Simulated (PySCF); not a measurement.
Isomers of C8H7Br. Method used: PBE0-D3(BJ)/def2-SVP geometry optimisation, gas phase in PySCF 2.14.0. Energies are electronic, without zero-point or thermal terms, for one conformer each. No frequencies were run at this level. Point groups hold within 0.08 Å.

Task: Order them by energy at this level, lowest first, and give relative energies in kcal/mol.
A. `C=C1C=CC=C(Br)C=C1`
B. `[Br:1][C:2]1=[CH:3]/[CH:4]=[CH:5]\[CH:6]=[CH:7]/[CH:8]=[CH:9]\1` with C2–C3–C4–C5 56°, C4–C5–C6–C7 -55°, C6–C7–C8–C9 55°, Br1–C2–C9–C8 125°

Result: A (0.0), B (9.5).

| SMILES | E (Eh) | E rel (kcal/mol) | dipole (D) | point group | A, B, C (MHz) |
| --- | --- | --- | --- | --- | --- |
| C=C1C=CC=C(Br)C=C1 | -2881.97188 | 0.0 | 1.08 | Cs | 3301, 555.7, 475.6 |
| BrC1=C/C=C\C=C/C=C\1 | -2881.95673 | 9.5 | 1.81 | C1 | 2452, 675.3, 579.0 |
